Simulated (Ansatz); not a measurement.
Mulliken charges of C₂H₃NSe (`[SeH]C1=NC1`) from PBE/def2-TZVPP in Ansatz (PBE0-D4/def2-TZVP geometry).

| atom | x (Å) | y (Å) | z (Å) | charge (e) |
| --- | --- | --- | --- | --- |
| Se1 | -1.826 | -0.353 | -1.112 | 0.089 |
| C2 | -0.320 | -0.464 | -0.029 | -0.004 |
| N3 | 0.248 | -1.282 | 0.726 | -0.160 |
| C4 | 0.879 | 0.094 | 0.545 | -0.158 |
| H5 | -1.531 | 1.024 | -1.526 | 0.060 |
| H6 | 0.816 | 0.775 | 1.389 | 0.087 |
| H7 | 1.795 | 0.138 | -0.038 | 0.087 |

**Question.** By hand: the dipole of these point charges (1 e Å = 4.8032 D).

**Answer.** Σ q r = (-0.204, 0.302, -0.275) e Å, of length 0.457 e Å = 2.20 D.

**Question.** How does the dipole of the full density compare? (Estimate.)

**Answer.** Computed: (-0.123, 0.463, -0.292) e Å, 2.69 D; the point charges give 0.82 times that, at 17° from its direction.

Point charges leave out the atoms' own dipoles, such as those of lone pairs, and Mulliken's split depends on the basis, so the two needn't agree.
